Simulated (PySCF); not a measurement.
Molecule: `InChI=1S/C2H3NOSi/c3-1-5-2-4/h2H,5H2`.

Geometry:
```json
{"atom": "N1", "x (Å)": "2.405", "y (Å)": "0.612", "z (Å)": "-1.322"}
{"atom": "C2", "x (Å)": "1.554", "y (Å)": "0.099", "z (Å)": "-0.724"}
{"atom": "Si3", "x (Å)": "0.141", "y (Å)": "-0.640", "z (Å)": "0.228"}
{"atom": "C4", "x (Å)": "-1.305", "y (Å)": "0.645", "z (Å)": "0.259"}
{"atom": "O5", "x (Å)": "-2.316", "y (Å)": "0.366", "z (Å)": "0.849"}
{"atom": "H6", "x (Å)": "-0.302", "y (Å)": "-1.881", "z (Å)": "-0.460"}
{"atom": "H7", "x (Å)": "0.598", "y (Å)": "-0.918", "z (Å)": "1.615"}
{"atom": "H8", "x (Å)": "-1.193", "y (Å)": "1.631", "z (Å)": "-0.268"}
```

Geometry PBE0-D3(BJ)/def2-SVP throughout; GIAO in PySCF, gas phase, one conformer, non-relativistic; equivalent atoms averaged; functional PBE0.

Q: How do the absolute shieldings σ depend on the basis set? (ppm; last column core-seconds on shared hosts with different chips, so compare them loosely)

A: 
| basis set | functions | N1 | C4 | C2 | Si3 | O5 | H8 | H6/H7 | core-s |
| --- | --- | --- | --- | --- | --- | --- | --- | --- | --- |
| pcSseg-0 | 55 | -119.0 | -53.4 | 58.9 | 475.9 | -741.1 | 20.21 | 27.79 | 3.1 |
| 6-31G* | 80 | -68.1 | -24.2 | 84.5 | 498.8 | -527.6 | 19.95 | 27.75 | 4.8 |
| cc-pVDZ | 89 | -74.6 | -28.6 | 82.5 | 513.3 | -557.2 | 19.31 | 27.24 | 5.4 |
| def2-SVP | 89 | -76.7 | -31.8 | 79.6 | 509.0 | -561.8 | 19.86 | 27.31 | 4.8 |
| pcSseg-1 | 107 | -113.0 | -51.4 | 61.5 | 453.5 | -628.9 | 19.42 | 27.13 | 7.6 |
| aug-cc-pVDZ | 146 | -68.1 | -34.1 | 77.5 | 513.0 | -525.4 | 18.94 | 27.06 | 9.7 |
| 6-311+G(2d,p) | 161 | -98.4 | -49.3 | 65.1 | 446.9 | -576.8 | 19.18 | 27.09 | 11 |
| def2-TZVP | 179 | -102.9 | -50.1 | 64.4 | 436.3 | -591.2 | 19.23 | 27.11 | 12 |
| cc-pVTZ | 196 | -101.7 | -47.3 | 66.5 | 456.4 | -588.6 | 19.09 | 27.16 | 14 |
| IGLO-III | 214 | -109.2 | -59.7 | 58.4 | 450.1 | -602.4 | 19.12 | 27.04 | 15 |

Q: Which nucleus moves most, in ppm?

A: O5 (carbonyl oxygen): from -741.1 ppm with pcSseg-0 to -525.4 ppm with aug-cc-pVDZ. The smallest spread is 0.75 ppm, at H6/H7. Proton shifts span only some 12 ppm, so a few tenths of a ppm matter as much there as several ppm in carbon.

Q: Taking the largest basis, IGLO-III (214 functions), as the yardstick, rank the others by their worst heavy-atom deviation.

A: cc-pVTZ 13.8 ppm (196 functions), def2-TZVP 13.8 ppm (179 functions), 6-311+G(2d,p) 25.6 ppm (161 functions), pcSseg-1 26.5 ppm (107 functions), def2-SVP 58.9 ppm (89 functions), cc-pVDZ 63.2 ppm (89 functions), 6-31G* 74.7 ppm (80 functions), aug-cc-pVDZ 77.0 ppm (146 functions), pcSseg-0 138.7 ppm (55 functions).

A small basis that lands close on one nucleus may do so by chance; judge by the trend and by all nuclei.
